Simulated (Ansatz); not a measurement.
A nudged elastic band was laid between two geometries of AsH3 + H2N (7 atoms, charge 0, multiplicity 2).

Computed with UKS B3LYP/def2-SVP in Ansatz 0.2.0.

| Quantity | Value |
| --- | --- |
| movable images | 5 |
| climbing image | yes |
| spring | 5.0 eV/Å² |
| optimiser | quadratic models (default) |
| start path | through a guess of the saddle point |
| force threshold | 0.05 eV/Å |
| iteration limit | 60 |
| end points | relaxed |

First end point:

```xyz
7
Properties=species:S:1:pos:R:3
H 0.122 0.375 -0.141
As 0.097 0.930 -1.576
N -0.332 -0.556 1.843
H 0.406 -0.443 -2.180
H 1.581 1.295 -1.517
H -1.244 -0.100 2.032
H -0.630 -1.501 1.538
```

Last end point:

```xyz
7
Properties=species:S:1:pos:R:3
H 0.583 -0.026 1.297
As -0.235 0.803 -1.660
N -0.318 -0.456 1.508
H 0.270 -0.601 -2.023
H 1.185 1.233 -1.264
H -1.032 0.249 1.318
H -0.454 -1.201 0.823
```

Problem. What changes between the two ends?

Solution. Bonds broken: H1–As2. Bonds formed: H1–N3. AsH3 + H2N becomes AsH2 + H3N.

Problem. Give the energies along the band, and the barrier.

Solution. It converged. The highest image is number 0 of 0 to 6, 0.000 eV above the first end and 1.458 eV above the last; the last end lies 1.458 eV below the first. The highest image is an end point: on this band no image between the ends rises above it.

```tsv
image	path coordinate (Å)	energy (eV)	H1–As2 (Å)	H1–N3 (Å)
0	0.00	0.000	1.54	2.24
1	0.44	-0.002	1.54	2.10
2	0.94	-0.101	1.84	1.44
3	1.44	-1.356	2.50	1.03
4	1.94	-1.421	2.83	1.02
5	2.44	-1.451	3.05	1.02
6	2.94	-1.458	3.18	1.02
```

The run took 2.2 min on 2 threads of Arm Neoverse V1, on a shared host, peak memory 0.17 GiB.
